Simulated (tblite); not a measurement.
Species: C5H9NSi2 (charge +1 and doublet state).
Structure used (GFN2-xTB), in Å, numbered top down from 1:
```xyz
17
C5H9NSi2 angstrom
N      4.3306    3.0507   -0.6595
C      3.7162    2.1191   -0.3927
C      2.9672    1.0208   -0.0814
C      2.2862    0.0533    0.1960
Si     1.3464   -1.4679    0.6276
C     -0.5474   -1.0167    0.0321
C     -1.0622    0.1047    0.8043
Si    -2.9653    0.5088    0.2165
H      1.2514   -1.6636    2.0703
H      1.6789   -2.5982   -0.2330
H     -1.0826   -1.9465    0.1997
H     -0.4515   -0.8143   -1.0303
H     -0.5304    1.0364    0.6364
H     -1.1549   -0.0967    1.8671
H     -3.6634   -0.7623    0.3852
H     -2.8105    0.9310   -1.1717
H     -3.3157    1.5533    1.1729
```

Computed geometry: GFN2-xTB, gas phase. This method treats the open shell by occupation alone, without spin polarisation.

Masses are those of the commonest isotopes; rigid-rotor values at the optimised geometry. The values belong to one conformer with, in the numbering `[N:1]#[C:2][C+:3]=[C:4][SiH2:5][CH2:6][CH2:7][SiH3:8]`, C4–Si5–C6–C7 -63°, Si5–C6–C7–Si8 -179°.

Give the principal moments of inertia and the rotational constants in MHz.

Ia = 256.90, Ib = 969.37, Ic = 1191.94 u·Å²; 505379 MHz·u·Å²/I gives A = 1967, B = 521.3, C = 424.0 MHz.

Classify the top.

An asymmetric top. Ray's parameter κ = (2B − A − C)/(A − C) = -0.874; −1 is the prolate and +1 the oblate limit.

Is it planar, by Δ = Ic − Ia − Ib?

Not planar: Δ = Ic − Ia − Ib = -34.32 u·Å². For a rigid frame Δ = −2 Σ m c², so Σ m c² = 17.16 u·Å² lies off the ab plane: 11.08 from hydrogen and 6.08 from heavier atoms. The atom farthest from that plane is 1.49 Å away.

Give the other two planar moments, Paa and Pbb, and the rms extents of the mass along the axes.

Paa = Σ m a² = (Ib + Ic − Ia)/2 = 952.20 and Pbb = Σ m b² = (Ia + Ic − Ib)/2 = 239.74 u·Å². With the mass M = 139.03 u, the rms extents √(P/M) along a, b and c are 2.62, 1.31, 0.35 Å.

Estimate the classical rotational partition function at 10 K, 25 K and 50 K.

Point group C1, symmetry number σ = 1; q = (√π/σ)·√((kT/h)³/(ABC)), k/h = 20836.6 MHz/K: 8080 at 10 K, 32000 at 25 K, 90400 at 50 K.

For this open shell read J as N, the rotation without spin; fine and hyperfine splittings come on top. Its GFN2-xTB frequencies are all real (lowest 30 cm⁻¹). These are rigid-rotor constants of the computed structure; measured ground-state constants (B0) also hold zero-point vibration.
